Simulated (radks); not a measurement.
Q: Radial electron density D(r) = 4 pi r^2 rho(r) of an atom or ion with 35 electrons. All-electron calculation, Dirac Kohn-Sham, B86b exchange with PBE correlation, spin-unpolarised, spherical densities, point nucleus. Program: a radial shooting solver on a logarithmic mesh with Libxc functionals.

```
   r/bohr * D(r) (the largest magnitude, 51, reaches the edge; | marks zero)
 0.006655 |            *
  0.00781 |               *
 0.009092 |                  *
  0.01058 |                      *
  0.01232 |                           *
  0.01446 |                                *
  0.01683 |                                    *
   0.0196 |                                        *
  0.02281 |                                           *
  0.02677 |                                              *
  0.03117 |                                              *
  0.03628 |                                             *
  0.04224 |                                           *
  0.04917 |                                        *
  0.05771 |                                      *
  0.06718 |                                      *
  0.07821 |                                        *
  0.09105 |                                             *
   0.1068 |                                                  *
   0.1244 |                                                      *
   0.1448 |                                                      *
   0.1686 |                                                 *
   0.1978 |                                         *
   0.2303 |                                  *
   0.2681 |                              *
   0.3121 |                              *
   0.3663 |                                  *
   0.4264 |                                    *
   0.4964 |                                    *
   0.5779 |                               *
   0.6781 |                      *
   0.7895 |               *
   0.9191 |         *
     1.07 |     *
    1.246 |    *
    1.462 |   *
    1.702 |   *
    1.981 |  *
    2.306 | *
    2.706 | *
    3.151 |*
    3.668 |*
     4.27 *
    5.011 *
    5.833 *
    6.791 *
    7.906 *
    9.278 *
     10.8 *
    12.57 *
    14.64 *
    17.18 *
       20 *
```

What is the nuclear charge?

A: Z = 35. The innermost maximum, from 1s, lies near gamma/Z bohr with gamma = sqrt(1 - (Z/c)^2) = 0.967, here 0.0276 bohr (found: 0.0299), and its height grows with Z. The density is that of neutral bromine in [Ar] 3d10 4p5 4d2; the configuration itself is not fixed sharply by these data, and Z only to about a unit. D(r) has 3 maxima, at r = 0.0299, 0.134, 0.451 bohr, and minima at 0.0625, 0.286 bohr, inside which lie 2.09, 11.04 electrons.
